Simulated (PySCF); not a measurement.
TDDFT excited states: C3H11NOSi3

Compound: C3H11NOSi3.
InChI=1S/C3H11NOSi3/c1-2-7-8(3-4)5-6/h8H,2,7H2,1,6H3/t8-/m0/s1

Computed, not measured: TDDFT CAM-B3LYP/def2-SVPD, vertical, gas phase, core orbitals frozen in the response in PySCF 2.14.0, density-fitted response routines. The structure is a single PBE0-D3(BJ)/def2-SVP conformer in the gas phase; no vibrational or solvent corrections. Torsions of this conformer, `[CH3:1][CH2:2][SiH2:3][Si@@H:4]([C:5]#[N:6])[O:7][SiH3:8]`: C1–C2–Si3–Si4 58°, C2–Si3–Si4–C5 39°, Si3–Si4–O7–Si8 -87°.

Problem. What does the calculation give for the low-lying excited states?

Solution. 

```csv
state,E (eV),λ (nm),f,"main configurations (H = HOMO, L = LUMO)"
S1,5.83,212.6,0.017,H→L (91%)
S2,6.72,184.4,0.065,H→L+1 (79%)
S3,6.93,179.0,0.0086,"H-5→L (20%), H-6→L (12%), H-3→L (10%)"
S4,7.26,170.8,0.012,"H-2→L (46%), H-5→L+1 (14%)"
S5,7.29,170.0,0.0028,"H-1→L (20%), H-2→L (19%), H-5→L (10%)"
S6,7.37,168.2,0.041,"H-6→L+1 (20%), H-1→L (18%), H-5→L+1 (12%)"
S7,7.42,167.2,0.0087,"H-1→L (32%), H-3→L (19%), H-5→L+1 (11%)"
S8,7.52,164.8,0.028,"H→L+3 (27%), H→L+2 (19%), H-1→L (12%)"
S9,7.62,162.7,0.194,"H→L+2 (27%), H→L+3 (18%), H→L+4 (13%)"
S10,7.72,160.5,0.049,"H→L+2 (20%), H→L+5 (15%), H-6→L (11%)"
```

Triplets, Tamm–Dancoff:

```tsv
state	E (eV)	λ (nm)	main configurations (H = HOMO, L = LUMO)
T1	5.31	233.6	H→L (86%)
T2	5.65	219.5	H→L+1 (28%), H-5→L (11%)
T3	5.97	207.7	H→L+1 (37%), H-5→L (19%)
T4	6.29	197.2	H-5→L+1 (16%), H-6→L (16%)
```

The lowest singlet comes at 213 nm (563 kJ/mol) in the ultraviolet; it is weak; its leading configuration is HOMO→LUMO (91%). The most intense listed level is S9 at 7.62 eV (163 nm, f = 0.194), 1.79 eV above S1. Löwdin shares by element: HOMO silicon 44% or more, oxygen 16%, carbon 9% or more (atoms not listed hold the other 31%); LUMO silicon 33% or more, carbon 15% or more, nitrogen 13% (atoms not listed hold the other 39%). The oscillator strengths of these states sum to 0.425; summed over the whole spectrum of an exact calculation they would give the number of electrons, 86 (Thomas–Reiche–Kuhn). Orbital energies (eV): HOMO-3 -10.94, HOMO-2 -10.73, HOMO-1 -10.37, HOMO -9.38, LUMO -0.23, LUMO+1 0.48, LUMO+2 1.01. The listed states span 1.89 eV, and the widest gap between neighbours is 0.89 eV (S1 to S2). The vertical ionisation energy (ΔSCF) is 9.99 eV, 2.26 eV above S10. Singlets were solved by full linear response, triplets in the Tamm–Dancoff approximation.
